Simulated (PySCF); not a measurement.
Isomers of C8H12, mass 108.094 u with the commonest isotopes. Theory: PBE0/pcSseg-1 in PySCF (dipole) on a GFN2-xTB geometry, gas phase. One conformer each, none proved a minimum here; rigid rotors.

Question: Order these by rotational constant C, largest first.
A. `[CH:1]#[C:2][CH2:3][CH:4]1[CH2:5][CH2:6][CH2:7][CH2:8]1` with C2–C3–C4–C5 -61°, C3–C4–C5–C6 147°, C4–C5–C6–C7 -40°, C5–C6–C7–C8 41°, C6–C7–C8–C4 -26°
B. `[CH3:1][CH:2]=[C:3]=[CH:4][CH:5]1[CH2:6][CH2:7][CH2:8]1` with C3–C4–C5–C6 129°, C4–C5–C6–C7 131°, C5–C6–C7–C8 -12°, C6–C7–C8–C5 12°, C4–C5–C8–C7 -131°
C. `[CH2:1]=[CH:2][C@@:3]1([CH3:4])[CH2:5][C:6]12[CH2:7][CH2:8]2` with C1–C2–C3–C4 -1°

Answer: A (1428 MHz), C (1370 MHz), B (782.3 MHz).

Question: Order these by out-of-plane moment Σ m c² = (Ia + Ib − Ic)/2, largest first.
A. `[CH3:1][CH:2]=[C:3]=[CH:4][CH:5]1[CH2:6][CH2:7][CH2:8]1` with C3–C4–C5–C6 129°, C4–C5–C6–C7 131°, C5–C6–C7–C8 -12°, C6–C7–C8–C5 12°, C4–C5–C8–C7 -131°
B. `[CH2:1]=[CH:2][C@@:3]1([CH3:4])[CH2:5][C:6]12[CH2:7][CH2:8]2` with C1–C2–C3–C4 -1°
C. `[CH:1]#[C:2][CH2:3][CH:4]1[CH2:5][CH2:6][CH2:7][CH2:8]1` with C2–C3–C4–C5 -61°, C3–C4–C5–C6 147°, C4–C5–C6–C7 -40°, C5–C6–C7–C8 41°, C6–C7–C8–C4 -26°

Answer: C (65.00 u·Å²), B (53.80 u·Å²), A (19.71 u·Å²).

Question: Order these by rotational constant A, largest first.
A. `[CH:1]#[C:2][CH2:3][CH:4]1[CH2:5][CH2:6][CH2:7][CH2:8]1` with C2–C3–C4–C5 -61°, C3–C4–C5–C6 147°, C4–C5–C6–C7 -40°, C5–C6–C7–C8 41°, C6–C7–C8–C4 -26° (3-cyclopentyl-1-propyne)
B. `[CH2:1]=[CH:2][C@@:3]1([CH3:4])[CH2:5][C:6]12[CH2:7][CH2:8]2` with C1–C2–C3–C4 -1°
C. `[CH3:1][CH:2]=[C:3]=[CH:4][CH:5]1[CH2:6][CH2:7][CH2:8]1` with C3–C4–C5–C6 129°, C4–C5–C6–C7 131°, C5–C6–C7–C8 -12°, C6–C7–C8–C5 12°, C4–C5–C8–C7 -131°

Answer: C (6633 MHz), B (3443 MHz), A (3339 MHz).

| SMILES | point group | Ia (u·Å²) | Ib (u·Å²) | Ic (u·Å²) | κ | μa (D) | μb (D) | μc (D) |
| --- | --- | --- | --- | --- | --- | --- | --- | --- |
| C=C[C@@]1(C)CC12CC2 | C1 | 146.77 | 329.61 | 368.78 | -0.84 | 0.51 | 0.22 | 0.04 |
| CC=C=CC1CCC1 | C1 | 76.19 | 609.22 | 645.99 | -0.98 | 0.04 | 0.22 | 0.22 |
| C#CCC1CCCC1 | C1 | 151.35 | 332.49 | 353.86 | -0.90 | 0.44 | 0.45 | 0.13 |
